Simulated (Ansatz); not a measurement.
`C[CH]([AlH2])CCl` at its PBE0-D4/def2-TZVP geometry, where that method's forces vanish. Charge 0, multiplicity 1.

```xyz
13

C    -0.0982    0.1563   -1.4449
C    -0.3510   -0.1154    0.0378
Al    0.6910   -1.6641    0.6900
C    -0.1553    1.0969    0.9069
Cl   -1.2923    2.4493    0.5126
H    -0.7707    0.9303   -1.8251
H    -0.2461   -0.7414   -2.0500
H     0.9252    0.5042   -1.6205
H    -1.3960   -0.4462    0.1533
H     1.3841   -1.6353    2.1205
H     0.7916   -2.9487   -0.2373
H     0.8416    1.5262    0.7937
H    -0.3237    0.8880    1.9629
```

(1) What forces (eV/Å) does ωB97M-V/def2-TZVPP give on these atoms in Ansatz? (An estimate is asked.)

Results:

(1) The calculation gave: 
```
C1  -0.001  0.075 -0.198
C2  -0.065 -0.262  0.099
Al3  0.052 -0.093  0.021
C4   0.124  0.115  0.176
Cl5 -0.059  0.044 -0.035
H6   0.056 -0.064  0.019
H7   0.012  0.061  0.042
H8  -0.058 -0.021  0.017
H9   0.062  0.045 -0.013
H10 -0.074  0.006 -0.144
H11 -0.009  0.136  0.093
H12 -0.071 -0.052  0.013
H13  0.031  0.010 -0.090
```
